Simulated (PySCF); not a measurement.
Molfile (atoms numbered from 1):
```
C6H13BNP
     RDKit          3D

 22 22  0  0  0  0  0  0  0  0999 V2000
   -1.0194   -1.4458    1.2908 C   0  0  0  0  0  0  0  0  0  0  0  0
   -0.6272   -0.4416   -0.1689 P   0  0  0  0  0  0  0  0  0  0  0  0
   -0.8515   -1.5283   -1.6059 C   0  0  0  0  0  0  0  0  0  0  0  0
   -1.7198    1.1446   -0.2572 B   0  0  0  0  0  0  0  0  0  0  0  0
   -1.4426    1.8528    1.1163 C   0  0  0  0  0  0  0  0  0  0  0  0
   -1.1765    2.2808    2.1637 N   0  0  0  0  0  0  0  0  0  0  0  0
    1.1386   -0.0678   -0.1159 C   0  0  0  0  0  0  0  0  0  0  0  0
    1.7988    0.3917    1.1540 C   0  0  0  0  0  0  0  0  0  0  0  0
    2.1620   -0.9345    0.5691 C   0  0  0  0  0  0  0  0  0  0  0  0
   -0.4023   -2.3526    1.3553 H   0  0  0  0  0  0  0  0  0  0  0  0
   -0.8917   -0.8291    2.1921 H   0  0  0  0  0  0  0  0  0  0  0  0
   -2.0797   -1.7300    1.2261 H   0  0  0  0  0  0  0  0  0  0  0  0
   -1.9055   -1.8350   -1.6665 H   0  0  0  0  0  0  0  0  0  0  0  0
   -0.2073   -2.4161   -1.5341 H   0  0  0  0  0  0  0  0  0  0  0  0
   -0.6021   -0.9664   -2.5174 H   0  0  0  0  0  0  0  0  0  0  0  0
   -1.3326    1.7747   -1.2284 H   0  0  0  0  0  0  0  0  0  0  0  0
   -2.8696    0.7467   -0.3711 H   0  0  0  0  0  0  0  0  0  0  0  0
    1.4517    0.4416   -1.0343 H   0  0  0  0  0  0  0  0  0  0  0  0
    1.1989    0.4239    2.0670 H   0  0  0  0  0  0  0  0  0  0  0  0
    2.5063    1.2193    1.0679 H   0  0  0  0  0  0  0  0  0  0  0  0
    3.1301   -1.0449    0.0741 H   0  0  0  0  0  0  0  0  0  0  0  0
    1.8249   -1.8361    1.0882 H   0  0  0  0  0  0  0  0  0  0  0  0
  1  2  1  0
  2  3  1  0
  2  4  1  0
  4  5  1  0
  5  6  3  0
  2  7  1  0
  7  8  1  0
  8  9  1  0
  9  7  1  0
  1 10  1  0
  1 11  1  0
  1 12  1  0
  3 13  1  0
  3 14  1  0
  3 15  1  0
  4 16  1  0
  4 17  1  0
  7 18  1  0
  8 19  1  0
  8 20  1  0
  9 21  1  0
  9 22  1  0
M  CHG  2   2   1   4  -1
M  END
```

Geometry: PBE0-D3(BJ)/def2-SVP; GIAO shifts from PySCF 2.14.0 with density-fitted response routines, gas phase, non-relativistic, averaged over equivalent atoms.

At PBE0/pcSseg-1 (225 basis functions, 38 s wall time on 1 thread of an AMD EPYC 7R13, shared host):
```json
{"atoms": "C5", "δ (ppm)": "135.6"}
{"atoms": "C1/C3", "δ (ppm)": "7.2"}
{"atoms": "C7", "δ (ppm)": "7.0"}
{"atoms": "C8/C9", "δ (ppm)": "3.7"}
{"atoms": "P2", "δ (ppm)": "-21.5"}
{"atoms": "B4", "δ (ppm)": "-44.1"}
{"atoms": "N6", "δ (ppm)": "337.0"}
{"atoms": "H16/H17", "δ (ppm)": "1.54"}
{"atoms": "H10/H11/H12/H13/H14/H15", "δ (ppm)": "1.14"}
{"atoms": "H20/H21", "δ (ppm)": "0.92"}
{"atoms": "H19/H22", "δ (ppm)": "0.87"}
{"atoms": "H18", "δ (ppm)": "0.49"}
```

References, each an isolated molecule treated in the same way: ¹³C (σ = 184.41 ppm) and ¹H (σ = 31.27 ppm) against TMS; ³¹P (σ = 310.13 ppm) against H3PO4; ¹¹B (σ = 100.73 ppm) against BF3·OEt2; ¹⁵N (σ = 265.67 ppm) vs NH3.

**Question.** Estimate the result of repeating the calculation with KT3/pcSseg-1.

**Answer.** 
```json
{"atoms": "C5", "δ at KT3/pcSseg-1": "120.3", "change": "-15.3"}
{"atoms": "C1/C3", "δ at KT3/pcSseg-1": "7.7", "change": "+0.5"}
{"atoms": "C7", "δ at KT3/pcSseg-1": "8.1", "change": "+1.1"}
{"atoms": "C8/C9", "δ at KT3/pcSseg-1": "4.5", "change": "+0.8"}
{"atoms": "P2", "δ at KT3/pcSseg-1": "-13.9", "change": "+7.6"}
{"atoms": "B4", "δ at KT3/pcSseg-1": "-43.2", "change": "+0.9"}
{"atoms": "N6", "δ at KT3/pcSseg-1": "310.8", "change": "-26.2"}
{"atoms": "H16/H17", "δ at KT3/pcSseg-1": "1.57", "change": "+0.03"}
{"atoms": "H10/H11/H12/H13/H14/H15", "δ at KT3/pcSseg-1": "1.15", "change": "+0.01"}
{"atoms": "H20/H21", "δ at KT3/pcSseg-1": "0.90", "change": "-0.02"}
{"atoms": "H19/H22", "δ at KT3/pcSseg-1": "0.90", "change": "+0.03"}
{"atoms": "H18", "δ at KT3/pcSseg-1": "0.57", "change": "+0.08"}
```

Shifts are taken against calculated references (same method and geometry level): TMS for ¹³C (σref 182.31), ¹H (σref 31.32); H3PO4 for ³¹P (σref 332.35); ¹¹B (σref 100.51) vs BF3·OEt2; ¹⁵N (σref 262.01) against NH3.

The largest change is at N6 (nitrile nitrogen). Cost: 225 basis functions, 54 s wall time on 1 thread of an AMD EPYC 7R13, shared host. The order of the carbon signals changes between the two levels.

A carbon bonded to boron is broadened by the quadrupolar boron nucleus and is often missing from a measured spectrum. The carbons averaged at δ 7.2 differ by 8 ppm in this conformer. Experimental scales use liquid or dissolved standards, which lie at an offset from isolated NH3 (liquid NH3: subtract about 20 ppm) and H3PO4. Unscaled 15N shifts of sp2 nitrogen come out 20 to 40 ppm too high even then.
